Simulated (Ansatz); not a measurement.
`OB(O)[Te]` radical, 6 atoms. Charge 0, multiplicity 2. Correlated methods include outer-core shells of Te, which these sets cover unevenly. Te: def2 effective core potential. All runs use 4 threads of a server CPU on a shared host. Correlated methods freeze the cores. Open-shell runs search over several starts.

(1) Give the basis size and wall time and peak host memory of each of these runs in Ansatz. direct RPA on PBE orbitals/def2-TZVPP energy; UKS r2SCANh-D4/def2-TZVPP energy; UKS PBE0-D4/def2-TZVP relaxation (7 steps); UHF-CCSD(T)/def2-SVP energy; UKS r2SCAN-D4/def2-TZVPP energy and forces; UHF-CCSD(T)/def2-TZVPP energy; UKS ωB97M-V/def2-QZVPP energy; UKS PBE0-D4/def2-TZVPP energy; UKS PBE0-D4/def2-TZVP frequencies; UKS PBE0-D4/def2-QZVPP energy; UHF-MP2/def2-QZVPP energy; UKS B2PLYP (frozen core)/def2-TZVPP energy. (An estimate is asked.)

## Answers

(1) The calculation gave: Other jobs shared the machine, so times are rough.

| level | job | functions | wall time | peak host memory (GiB) |
| --- | --- | --- | --- | --- |
| UKS PBE0-D4/def2-TZVPP | energy | 171 | 7 s | 0.64 |
| UHF-CCSD(T)/def2-SVP | energy | 78 | 8 s | 0.55 |
| direct RPA on PBE orbitals/def2-TZVPP | energy | 171 | 9 s | 0.49 |
| UKS B2PLYP (frozen core)/def2-TZVPP | energy | 171 | 11 s | 0.53 |
| UKS r2SCAN-D4/def2-TZVPP | energy and forces | 171 | 12 s | 0.4 |
| UKS r2SCANh-D4/def2-TZVPP | energy | 171 | 15 s | 0.69 |
| UKS PBE0-D4/def2-QZVPP | energy | 313 | 18 s | 1.4 |
| UHF-MP2/def2-QZVPP | energy | 313 | 28 s | 1.3 |
| UKS PBE0-D4/def2-TZVP | relaxation (7 steps) | 155 | 46 s | 0.6 |
| UKS ωB97M-V/def2-QZVPP | energy | 313 | 46 s | 1.7 |
| UKS PBE0-D4/def2-TZVP | frequencies | 155 | 71 s | 0.59 |
| UHF-CCSD(T)/def2-TZVPP | energy | 171 | 2.9 min | 4.7 |
